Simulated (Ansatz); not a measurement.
Cost and result up the ladder for Ge5H3 (8 atoms). Charge 0, multiplicity 2. Geometry: PBE0-D4/def2-SVP.

Cartesian coordinates in Å:
```
Ge 1.4183 -0.2624 0.2456
Ge 0.8272 1.2497 -1.6398
Ge -1.3059 -1.0386 0.2082
Ge -0.8313 1.4349 0.1169
Ge 0.1181 0.5474 2.2550
H 0.3769 0.5878 -2.9833
H -0.9428 -0.9128 1.9494
H 0.3396 -1.6060 -0.1519
```

Ansatz on 4 threads of Intel Xeon on a shared host. Times are rough, and most runs start from the orbitals of an earlier one. r2SCAN0-D4/def2-TZVP serves as the yardstick here, not as an exact answer. Binding counts from free atoms at the same level (Ge triplet, H doublet; other spins of the atoms weren't run), without zero-point energy.

Correlated methods freeze 45 core orbitals; core or outer-core shells of Ge are correlated, in sets that lack core-valence functions. Another isomer (doublet) lies 0.15 eV lower at PBE0-D4/def2-TZVP; other spin states weren't run for this one.

| level | functions | wall time | binding energy per atom (eV) | difference from r2SCAN0-D4/def2-TZVP (eV) |
| --- | --- | --- | --- | --- |
| PBE-D4/def2-TZVP (with forces) | 258 | 13 s | 2.75 | 0.10 |
| r2SCAN-D4/def2-TZVP | 258 | 31 s | 2.73 | 0.08 |
| PBE0-D4/def2-TZVP | 258 | 41 s | 2.67 | 0.02 |
| HF/def2-TZVP | 258 | 48 s | 1.53 | -1.12 |
| r2SCAN0-D4/def2-TZVP | 258 | 51 s | 2.65 | 0.00 |
| MP2/def2-TZVP | 258 | 54 s | 2.64 | -0.01 |
